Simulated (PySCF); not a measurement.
A structure optimised at B3LYP-D3(BJ)/def2-SVP, used in a PySCF frequency run:

```
B
I 1 2.1341
I 1 2.1341 2 120.00
I 1 2.1341 2 120.00 3 180.00
```

Problem. Write its SMILES, formula and point group.

Solution. IB(I)I, BI₃, D3h

Problem. What are its rotational constants (standard atomic weights)?

Solution. 0.58294, 0.58294, 0.29147 GHz
